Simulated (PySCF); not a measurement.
Members of one family of related compounds. The calculation used PySCF, TDDFT CAM-B3LYP/def2-SVPD, vertical, gas phase, core orbitals frozen in the response. Geometries: PBE0-D3(BJ)/def2-SVP; one conformer of each isolated species. Triplets are in the Tamm–Dancoff approximation.

Problem. Rank by computed LUMO energy, lowest first.
A. `CB(C)c1ccc(F)cc1`
B. `Bc1ccc(F)cc1`
C. `CC#Cc1ccc(F)cc1`
D. `C(c1ccc(F)cc1)OC`

Solution. B (-1.03 eV), A (-0.44 eV), C (0.17 eV), D (0.40 eV).

| SMILES | LUMO (eV) | f (S1) | T1 (eV) | HOMO (eV) | S1 (eV) | first f ≥ 0.01 (nm) | S1 mainly |
| --- | --- | --- | --- | --- | --- | --- | --- |
| Bc1ccc(F)cc1 | -1.03 | 0.010 | 3.58 | -8.86 | 4.96 | 238 | H-1→L (75%) |
| CB(C)c1ccc(F)cc1 | -0.44 | 0.002 | 3.74 | -8.53 | 5.12 | 231 | H-1→L (61%) |
| CC#Cc1ccc(F)cc1 | 0.17 | 0.012 | 3.54 | -7.72 | 5.04 | 246 | H→L+1 (72%) |
| COCc1ccc(F)cc1 | 0.40 | 0.014 | 4.03 | -8.33 | 5.30 | 234 | H→L (70%) |

H and L stand for HOMO and LUMO.
